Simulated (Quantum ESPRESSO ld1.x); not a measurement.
The numbers below are computed, except where a source is named.
Q: The table gives one normalised radial function P(r) = r R(r) of Si+ in [Ne] 3s2 3p1 (r in bohr). Level of theory: non-relativistic Kohn-Sham, LDA (Slater exchange, Perdew-Wang correlation), spin-polarised, spherical densities, point nucleus; open shells are filled with parallel spins first (ld1.x of Quantum ESPRESSO 7.5).

r         P
0.005887   0.0440
0.008505   0.0613
0.01229    0.0838
0.01776    0.1118
0.02586    0.1441
0.03736    0.1740
0.05398    0.1905
0.078      0.1745
0.1136     0.1007
0.1641    -0.0404
0.2372    -0.2220
0.3426    -0.3531
0.499     -0.3003
0.721     -0.0012
1.042      0.4310
1.505      0.7317
2.175      0.6939
3.167      0.3882
4.577      0.1192
6.612      0.0164

Which n and l does it have? It may be an empty orbital.

A: n = 3, l = 0: the number of nodes gives n - l - 1 = 2, the rise at small r (about r^(l+1)) gives l, and the extent must fit the shell. The curve is that of 3s down; the table hardly tells the two spins apart. 3s down: eigenvalue -18.507 eV, 2 radial nodes at r = 0.150, 0.722 bohr, <r> = 2.06 bohr, 90 % of the charge inside 3.12 bohr.
